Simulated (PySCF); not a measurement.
**Unknown compound**

Molecular formula: C6H8N2O. Simulated spectra:

$^{1}$H NMR (600 MHz, computed): δ 8.55 (s, 1H), 8.44 (m, 1H), 8.37 (m, 1H), 4.43 (q, 2H), 1.54 (t, 3H).

$^{13}$C{$^{1}$H} NMR (computed): δ 167.0, 147.6, 142.0, 139.9, 66.2, 16.6.

- GFN2-xTB geometry
- shieldings: GIAO PBE0/pcSseg-1
- run in PySCF 2.14.0 with density-fitted response routines
- one averaged value for each set of equivalent atoms, one conformer, non-relativistic, gas phase

Chemical shifts δ = σref − σ; $^{1}$H (31.72 ppm), $^{13}$C (186.93 ppm) against TMS, all at this level.

Problem. Deduce the structure.

Solution. 
1. The formula gives 4 degrees of unsaturation (1 ring in the answer).
2. 6 carbon signals for 6 carbons: no two carbons are equivalent.
3. Carbon types of the structure: 1 × C, 3 × CH, 1 × CH2, 1 × CH3, which accounts for all hydrogens.
4. δC 167.0: aromatic carbon bearing oxygen; the electronegative substituent deshields the carbon that carries it.
5. δC 147.6, 142.0, 139.9: aromatic CH next to a ring nitrogen.
6. δC 66.2: sp3 CH2 bonded to O; deshielded by the electronegative neighbour.
7. δC 16.6: methyl carbon; saturated and bonded to C and H only.
8. δH 8.55, 8.44, 8.37: hydrogen on an aromatic CH next to a ring nitrogen; ring current plus the neighbouring ring nitrogen.
9. δH 4.43: hydrogen on an sp3 CH2 bonded to O; its carbon carries O, an electronegative neighbour.
10. δH 1.54: hydrogen on a methyl carbon.

The compound is 2-ethoxypyrazine (SMILES C(C)Oc1cnccn1).

This is the structure that produced the data.

Shifts are as computed. Against solution values, carbons near 30 ppm lie about +3 ppm off and those near 130 ppm about +5 ppm. Of 1211 compounds with measured shifts, 218 miss one by over three times the rms of a fit or turn the order of signals round; such compounds aren't used in these exercises. Multiplicities follow the n + 1 count of equivalent neighbours, as no J values were calculated; m marks all less simple cases, F and P coupling included.
